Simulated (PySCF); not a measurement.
Bromine: a sound run and one with changed settings

Sound run: Br [Ar] 3d10 4s2 4p5, Br⁺ [Ar] 3d10 4s2 4p4. Calculation: PySCF 2.14, in x2c-TZVPall; the spin-free X2C one-electron Hamiltonian (Gaussian nucleus). In the sound run the correlated levels freeze [Ar] 3d10. The sound run starts from symmetry-adapted Hartree-Fock orbitals and uses a fine grid where one is needed.

Changed run: no relativity, point nucleus. This setting is unsound on purpose.

```json
{"species": "Br", "method": "UHF", "sound run (hartree)": "-2604.41488", "changed run (hartree)": "-2556.33979", "converged": "yes"}
{"species": "Br", "method": "M06-L", "sound run (hartree)": "-2606.10836", "changed run (hartree)": "-2558.05008", "converged": "yes"}
{"species": "Br", "method": "BP86", "sound run (hartree)": "-2606.54102", "changed run (hartree)": "-2558.50672", "converged": "yes"}
{"species": "Br", "method": "MP2", "sound run (hartree)": "-2604.54894", "changed run (hartree)": "-2556.47397", "converged": "yes"}
{"species": "Br", "method": "CCSD(T)", "sound run (hartree)": "-2604.57259", "changed run (hartree)": "-2556.49833", "converged": "yes"}
{"species": "Br⁺", "method": "UHF", "sound run (hartree)": "-2604.02086", "changed run (hartree)": "-2555.94318", "converged": "yes"}
{"species": "Br⁺", "method": "M06-L", "sound run (hartree)": "-2605.68270", "changed run (hartree)": "-2557.62174", "converged": "yes"}
{"species": "Br⁺", "method": "BP86", "sound run (hartree)": "-2606.10201", "changed run (hartree)": "-2558.06534", "converged": "yes"}
{"species": "Br⁺", "method": "MP2", "sound run (hartree)": "-2604.12488", "changed run (hartree)": "-2556.04785", "converged": "yes"}
{"species": "Br⁺", "method": "CCSD(T)", "sound run (hartree)": "-2604.14721", "changed run (hartree)": "-2556.07105", "converged": "yes"}
```

Ionisation energy of Br:

```csv
method,sound run (eV),changed run (eV)
UHF,10.722,10.792
M06-L,11.583,11.656
BP86,11.946,12.010
MP2,11.539,11.595
SCS-MP2,11.537,11.593
CCSD,11.541,11.594
CCSD(T),11.575,11.627
```

Most of the change in total energy is the relativistic energy itself. On top of that the contraction fixes the core shape for the Hamiltonian it was made with, so the changed run is not a good calculation with the other Hamiltonian either.

For comparison, NIST gives 11.814 eV between the lowest levels.
